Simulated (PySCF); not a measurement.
C₇H₆N₂.
InChI=1S/C7H6N2/c1-9-7-4-2-3-6(7)5-8/h2-3H,1,4H2

Method used: TDDFT CAM-B3LYP/def2-SVPD, vertical, gas phase, core orbitals frozen in the response (PySCF). Geometry: PBE0-D3(BJ)/def2-SVP, one conformer, isolated molecule. Torsions of this conformer, `[CH2:1]=[N:2][C:3]1=[C:4]([C:5]#[N:6])[CH:7]=[CH:8][CH2:9]1`: C1–N2–C3–C4 -49°.

```csv
state,E (eV),E (kJ/mol),λ (nm),f,"main configurations (H = HOMO, L = LUMO)"
S1,3.76,363,329.3,0.113,H→L (88%)
S2,4.96,479,249.7,0.047,"H→L+1 (41%), H-1→L (36%), H→L (9%)"
S3,5.43,524,228.5,0.011,"H→L+1 (51%), H-1→L (34%), H-2→L (10%)"
S4,6.03,582,205.5,0.0050,"H-2→L (44%), H→L+3 (22%), H→L+2 (14%)"
S5,6.18,596,200.7,0.024,"H→L+5 (35%), H→L+6 (21%), H-3→L (10%)"
S6,6.29,607,197.0,0.012,"H→L+2 (69%), H→L+3 (14%)"
```

The lowest singlet lies at 3.76 eV (329 nm, ultraviolet) and is of moderate strength; its leading configuration is HOMO→LUMO (88%). The lowest level is also the most intense of those listed (f = 0.113). Löwdin shares by element: HOMO carbon 50% or more, nitrogen 14% or more (atoms not listed hold the other 36%); LUMO carbon 47% or more, nitrogen 16% or more (atoms not listed hold the other 38%). Of the 6 states listed, 5 reach f = 0.01 and none stays under 0.0005. Weighted by f, the mean energy of these states is 4.58 eV. The oscillator strengths of these states sum to 0.212; summed over the whole spectrum of an exact calculation they would give the number of electrons, 62 (Thomas–Reiche–Kuhn). Singlets were solved by full linear response.

Hardware: an Intel Xeon Platinum 8488C with one thread (shared host). Cost: 57 s wall, 1.2 GiB resident at most.
